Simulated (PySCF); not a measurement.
BHClBr, SMILES ClBBr. Atoms are numbered in the order given.

```xyz
4

B     -0.7605     0.6056     0.0000
H     -1.9516     0.6662     0.0000
Cl     0.1850     2.0654     0.0000
Br     0.0745    -1.1088     0.0000
```

Geometry optimised at PBE-D3(BJ)/def2-TZVP.

All values below come from r2SCAN/def2-TZVPD in PySCF.

Question: Estimate the frontier levels, gap, dipole moment and polarisability. (An estimate is asked for; the answer gives what the named calculation found.)

Answer: 
```yaml
highest_occupied_level: -7.69 eV
lowest_empty_level: -2.61 eV
orbital_gap: 5.08 eV
dipole_moment: 0.42 D
quadrupole, principal values (traceless, Buckingham form, about the centre of nuclear charge): -1.03, 0.42, 0.61 D·Å
mean_static_polarisability: 51.0 bohr³ (7.55 Å³)
polarisability_principal_values: 38.9, 46.3, 67.8 bohr³
```
